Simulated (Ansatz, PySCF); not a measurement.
Gas-phase reaction (SMILES): C=C(C)C + 2 C (CH4) -> C=C (C2H4) [ethene] + 2 CC (C2H6); bond separation energy.

Geometries: B3LYP-D3(BJ)/def2-TZVP minima from Ansatz (an electronic-structure program). Correlated levels leave the core frozen unless marked. No spin-orbit coupling. No relativistic terms. CBS(X,Y): correlation extrapolated as X^-3; Hartree-Fock from the larger set. The bracket is a focal-point correction in the basis named. Thermal terms are rigid-rotor harmonic-oscillator values from B3LYP-D3(BJ) frequencies (Ansatz or PySCF) at 298.15 K and 1 atm. 1 Eh = 627.5095 kcal/mol.

```csv
species,"E, RI-MP2/CBS(cc-pVTZ,cc-pVQZ)+[CCSD(T)-MP2]/cc-pVTZ (Ansatz) (Eh)","E, wB97M-V/def2-TZVPD (Ansatz) (Eh)",H - E (Eh),G - E (Eh)
C=C(C)C,-157.00975,-157.18507,0.11382,0.08095
C (CH4),-40.46125,-40.49098,0.04840,0.02728
C=C (C2H4),-78.47961,-78.56640,0.05494,0.03009
CC (C2H6),-79.71807,-79.79204,0.07887,0.05302
```

### Question
Work out ΔE and ΔH, ΔG, ΔS and the equilibrium constant at 298.15 K at the first level, then ΔH at the second.

### Answer

1. ΔE = [(-78.47961) + 2×(-79.71807)] - [(-157.00975) + 2×(-40.46125)] = 0.01650 Eh = 10.4 kcal/mol at RI-MP2/CBS(cc-pVTZ,cc-pVQZ)+[CCSD(T)-MP2]/cc-pVTZ.
2. The terms H - E add up to 0.00206 Eh, so ΔH = (0.01650 + (0.00206))×627.5095 = 11.6 kcal/mol.
3. The terms G - E add up to 0.00062 Eh, so ΔG = 10.7 kcal/mol, and ΔS = (0.00206 - (0.00062))×627509.5/298.15 = 3.0 cal/(mol K).
4. log10 K = -ΔG/(RT ln 10) = -7.8, with RT ln 10 = 1.3642 kcal/mol.
5. At wB97M-V/def2-TZVPD the same steps give ΔE = 10.4 and ΔH = 11.7 kcal/mol, a shift of +0.1 from the first level.
6. Tabulated enthalpies of formation (C=C(C)C -4.2 kcal/mol, ATcT 1.112; C (CH4) -17.8 kcal/mol, ATcT 1.112; C=C (C2H4) 12.6 kcal/mol, ATcT 1.112; CC (C2H6) -20.0 kcal/mol, ATcT 1.112) give ΔH = 12.4, so the errors are -0.8 and -0.7 kcal/mol; the tables hold anharmonic motion, scalar relativity, which both levels lack, and core correlation, which the frozen-core level lacks.
